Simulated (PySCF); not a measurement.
# How methods differ on the excitation energy of Ho²⁺

Ho²⁺ [Xe] 4f11 (high-spin determinant) → Ho²⁺ [Xe] 4f10 5d1 (high-spin determinant), as a difference of total energies. Calculation: PySCF 2.14, in x2c-TZVPPall with one added diffuse shell each of s, p, d, f type (12s8p8d5f2g, 129 functions); scalar relativity by spin-free X2C-1e. Correlated levels: valence: [Kr] 4d10 frozen; valence and next inner shell: [Ar] 3d10 frozen. The calculations carry no spin-orbit coupling.

| method | excitation energy (cm⁻¹) |
| --- | --- |
| UHF | -6882.0 |
| LDA | 34434 |
| PBE | 31343 |
| PBE0 | 22793 |
| r2SCAN | 24237 |
| MP2 (valence) | 25004 |
| SCS-MP2 (valence) | 22779 |
| MP2 (valence and next inner shell) | 28966 |
| SCS-MP2 (valence and next inner shell) | 25328 |

A first-order spin-orbit estimate (lowest level to lowest level, LS coupling) adds 0.115 eV.

The determinant of the upper state and of the lower state mixes LS terms, which raises its energy above the lowest term, most at the Hartree-Fock and MP2 levels.
